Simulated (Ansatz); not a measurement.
A nudged elastic band was laid between two geometries of a periodic cell of 20 atoms, HC₁₈F (surface graphene monolayer, adsorbate HF).

Computed with DFT PBE-D3(BJ), scalar-relativistic, plane waves, PAW in Ansatz. Settings: PAW set soft_1, cutoff 420 eV, k mesh 2x2x1, gaussian smearing 0.05 eV, no spin polarisation.

- movable images: 5
- climbing image: yes
- spring: 10.0 eV/Å²
- optimiser: quadratic models (default)
- start path: IDPP
- force threshold: 0.03 eV/Å
- iteration limit: 51
- end points: relaxed

First end point:

```xyz
20
Lattice="7.3980 0.0000 0.0000 -3.6990 6.4069 0.0000 0.0000 0.0000 12.0000" Properties=species:S:1:pos:R:3
C 0.057 0.019 0.934
C 1.289 0.731 0.934
C -1.189 2.161 0.938
C 0.058 2.882 0.934
C -2.411 4.307 0.934
C -1.190 5.011 0.933
C 2.509 0.026 0.933
C 3.755 0.745 0.932
C 1.289 2.170 0.933
C 2.509 2.875 0.933
C 0.057 4.291 0.933
C 1.289 5.002 0.933
C 4.987 0.034 0.932
C 6.208 0.737 0.933
C 3.754 2.155 0.933
C 4.985 2.868 0.935
C 2.509 4.297 0.934
C 3.755 5.017 0.934
F -1.577 2.170 4.057
H -1.541 2.203 3.120
```

Last end point:

```xyz
20
Lattice="7.3980 0.0000 0.0000 -3.6990 6.4069 0.0000 0.0000 0.0000 12.0000" Properties=species:S:1:pos:R:3
C -0.068 -0.034 0.910
C 1.197 0.687 0.921
C -1.309 2.103 0.936
C -0.055 2.820 1.301
C -2.516 4.241 1.283
C -1.250 4.958 0.945
C 2.419 -0.025 0.848
C 3.651 0.681 0.800
C 1.208 2.091 0.985
C 2.418 2.803 0.921
C -0.061 4.266 0.938
C 1.185 4.958 0.837
C 4.882 -0.030 0.795
C 6.112 0.678 0.836
C 3.646 2.100 0.847
C 4.894 2.786 0.942
C 2.410 4.258 0.911
C 3.614 4.973 0.973
F -0.083 2.834 2.810
H -2.497 4.227 2.400
```

Task: Which bonds break or form, and what moves?

Result: Contacts lost: F19–H20. Contacts made: C4–F19, C5–H20. The atom that moves furthest is H20, by 2.35 Å.

Task: What energy profile does the band end with?

Result: The run converged. The highest image is number 5 of 0 to 6, 2.78 eV above the first end and 0.56 eV above the last; the last end lies 2.22 eV above the first. Neighbouring images differ by up to 2.5 eV, so the band resolves the path poorly. By the program's own check the climbing image is of a kind that is not told: the force calls were inconclusive, a negative curvature could not be distinguished from the path's own, the only one lies far off the path, or fixed occupations may fill a level only in part (lowest curvatures found: -4.12 and 0.82 eV/Å²). Limits of this set-up: coarse k mesh, slab without dipole correction.

| image | path coordinate (Å) | energy (eV) | F19–H20 (Å) | C4–F19 (Å) | C5–H20 (Å) |
| --- | --- | --- | --- | --- | --- |
| 0 | 0.00 | 0.00 | 0.94 | 3.60 | 3.16 |
| 1 | 0.89 | 0.00 | 0.94 | 3.67 | 2.74 |
| 2 | 1.78 | 0.00 | 0.94 | 3.78 | 2.39 |
| 3 | 2.68 | 0.01 | 0.94 | 3.51 | 2.28 |
| 4 | 3.57 | 0.29 | 0.96 | 2.70 | 1.98 |
| 5 | 4.46 | 2.78 | 1.89 | 2.15 | 1.18 |
| 6 | 5.35 | 2.22 | 2.82 | 1.51 | 1.12 |

Task: What is the geometry of the highest image?

Result: 
```xyz
20
Lattice="7.3980 0.0000 0.0000 -3.6990 6.4069 0.0000 0.0000 0.0000 12.0000" Properties=species:S:1:pos:R:3
C -0.037 -0.058 0.973
C 1.210 0.666 0.973
C -1.276 2.076 0.894
C -0.045 2.807 1.058
C -2.466 4.204 1.201
C -1.231 4.946 0.892
C 2.439 -0.043 0.888
C 3.674 0.659 0.854
C 1.203 2.086 1.017
C 2.436 2.790 0.973
C -0.028 4.238 0.894
C 1.214 4.938 0.881
C 4.906 -0.052 0.855
C 6.137 0.650 0.881
C 3.665 2.080 0.888
C 4.908 2.764 0.892
C 2.439 4.231 0.973
C 3.659 4.939 1.053
F -0.649 3.155 3.089
H -2.143 4.018 2.319
```

Run time: 17 min on 1 thread of Arm Neoverse V2, with other jobs on the host, peak memory 1 GiB.
